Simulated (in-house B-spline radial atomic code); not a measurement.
Configurations of the rhenium ion Re⁶⁺, with energies counted from [Xe] 4f14 (5d3/2)1. Method: Dirac-Hartree-Fock, average of each configuration as written, Fermi nucleus of rms radius 5.3698 fm. Calculated with an all-electron radial atomic-structure program (B-spline basis). Energies include first-order Breit, QED and recoil terms.

Occupations are held fixed; configurations that lie above the ionisation limit could autoionise.

```json
{"configuration": "[Xe] 4f14 6s1", "E - E(ref) (eV)": "14.413", "highest orbital": "6s1/2", "its <r> (bohr)": "2.2"}
{"configuration": "[Xe] 4f14 7s1", "E - E(ref) (eV)": "43.562", "highest orbital": "7s1/2", "its <r> (bohr)": "3.818"}
{"configuration": "[Xe] 4f14 (6f7/2)1", "E - E(ref) (eV)": "54.596", "highest orbital": "6f7/2", "its <r> (bohr)": "4.441"}
{"configuration": "[Xe] 4f14 (6g9/2)1", "E - E(ref) (eV)": "62.883", "highest orbital": "6g9/2", "its <r> (bohr)": "6.181"}
{"configuration": "[Kr] 4d10 4f14 5s2 (5p1/2)2 (5p3/2)3 (5d5/2)1 (5f7/2)1", "E - E(ref) (eV)": "85.396", "highest orbital": "5f7/2", "its <r> (bohr)": "2.446"}
{"configuration": "[Xe] (4f5/2)6 (4f7/2)7 (5d5/2)1 (7g7/2)1", "E - E(ref) (eV)": "118.51", "highest orbital": "7g7/2", "its <r> (bohr)": "8.91"}
```

**Question.** Order these further configurations by energy, lowest first.
A. [Kr] 4d10 4f14 5s2 (5p1/2)2 (5p3/2)3 (5d5/2)1 6s1
B. [Kr] 4d10 4f14 5s2 (5p1/2)1 (5p3/2)4 (5d3/2)1 (6g9/2)1
C. [Xe] 4f14 (8p1/2)1
D. [Kr] 4d10 4f14 5s2 (5p1/2)1 (5p3/2)4 (5d3/2)1 (7g9/2)1
E. [Xe] (4f5/2)5 (4f7/2)8 (5d3/2)1 (9f7/2)1

**Answer.** C (59.154 eV), A (60.654 eV), B (120.79 eV), E (122.62 eV), D (125.75 eV).

**Question.** How far above the reference does [Xe] 4f14 (5d5/2)1 lie?

**Answer.** 1.2917 eV; its least bound orbital is 5d5/2 with <r> = 1.493 bohr.

**Question.** How far above the reference does [Kr] 4d10 4f14 5s2 (5p1/2)1 (5p3/2)4 (5d3/2)1 (6p3/2)1 lie?

**Answer.** 83.97 eV; its least bound orbital is 6p3/2 with <r> = 2.538 bohr.
